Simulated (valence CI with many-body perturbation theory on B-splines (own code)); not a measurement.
# Zn¹⁵⁺: what the settings do

Calculated by valence CI with perturbative core correlation (CI+MBPT): five valence electrons over a frozen Dirac-Fock core [Ne], a basis of 6 s, 6 p, 5 d, 3 f, 1 g functions for each j, with the one-electron correlation potential Σ1, the two-electron term Σ2, the three-electron term Σ3, Breit, model QED; selected CI, second order for the rest, scaled by the run's own slope (own B-spline code, finite nucleus).

No measured spectrum was set against this ion. As an estimate, levels of excited configurations hold to 0.05 to 0.15 % of their energy, terms of the ground configuration to about 0.5 %. Among the levels kept, up to 1100 cm⁻¹ of a level comes from second order outside the variational space, and about a tenth of that is noise between levels of different J, which matters for small intervals.

The reference run has the lowest level 3s²3p³ ⁴S°_3/2 and an ionisation energy of 534.577 eV. Its largest variational space holds 9999 state functions.

Names give the largest LS component (configuration and term), which can be under half, so a name can repeat, a term be missing and a line seem to break the LS rules; names also repeat where a configuration has a term twice. Letters in brackets count levels of one name in rising energy.

Changed runs:
A. natural orbitals for correlation on → off
B. scale of Σ1 1 → 0
C. Breit term on → off
D. Davidson iteration limit 60 → 2 (bad on purpose)

Excitation energies of the reference run in cm⁻¹, and shifts in cm⁻¹:

| Level | Reference | A | B | C | D |
| --- | --- | --- | --- | --- | --- |
| 3s²3p³ ²D°_3/2 | 50745 | +1459 | -32 | -60 | +0.9 |
| 3s²3p³ ²D°_5/2 | 62924 | +1485 | -93 | +465 | -0.5 |
| 3s²3p³ ²P°_1/2 | 98192 | +1817 | -102 | +280 | 0 |
| 3s²3p³ ²P°_3/2 | 117335 | +1662 | -215 | +991 | +0.5 |
| 3s3p⁴ ⁴P_5/2 | 360393 | -319 | +757 | -132 | +0.8 |
| 3s3p⁴ ⁴P_3/2 | 381344 | -368 | +673 | +228 | +0.3 |
| 3s3p⁴ ⁴P_1/2 | 389000 | -310 | +656 | +318 | +0.2 |
| 3s3p⁴ ²D_3/2 | 447248 | +866 | +672 | +200 | +1.0 |
| 3s3p⁴ ²D_5/2 | 453619 | +841 | +621 | +598 | +2.7 |
| 3s²3p²3d ²P_3/2 | 508973 | +1030 | +651 | +729 | +2.6 |
| 3s3p⁴ ²S_1/2 [a] | 514718 | +1686 | +636 | +334 | +1.2 |
| 3s²3p²3d ⁴F_3/2 | 543876 | +1170 | +789 | +595 | +3.9 |
| Ionisation energy (eV) | 534.577 | -0.208 | -0.657 | +0.114 | 0 |

Run D: The Davidson iterations stopped at their limit.
